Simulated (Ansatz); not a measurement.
Program: Ansatz. Geometries: PBE0-D4/def2-TZVP. ΔE: electronic, gas phase. CBS: MP2 limit from def2 TZ/QZ plus the TZ coupled-cluster correction, frozen cores. This one scheme is used for every species. Functionals use def2-TZVPP. Triplets are unrestricted, without spin–orbit coupling. For Ga outer-core shells are correlated without core-valence functions, which leaves a few kJ/mol of doubt a bond. Scalar relativity is left out up to krypton. One conformer a species, not always the lowest.

`C#CC[SiH2][GaH2]` → `C#C[SiH2][GaH2]` + `[CH2]` (triplet)  (formal loss of a carbene)

```
           species  BLYP energy (Eh)
`C#CC[SiH2][GaH2]`       -2332.85092
 `C#C[SiH2][GaH2]`       -2293.55425
 `[CH2]` (triplet)         -39.14460
```

(1) Work out ΔE.

Largest T1 diagnostic among the species: 0.014.

## Answers

(1) ΔE = (-2293.55425) + (-39.14460) − (-2332.85092) = 0.15207 Eh = +399.3 kJ/mol. CCSD(T)/CBS gives +435.3 kJ/mol.

From r2SCAN to r2SCAN0 (25 % exact exchange), in def2-TZVPP and without D4, ΔE moves by −4.2 kJ/mol. At CCSD(T), def2-SVP lies −24.7 kJ/mol from the extrapolated value and def2-TZVPP −11.2 kJ/mol.
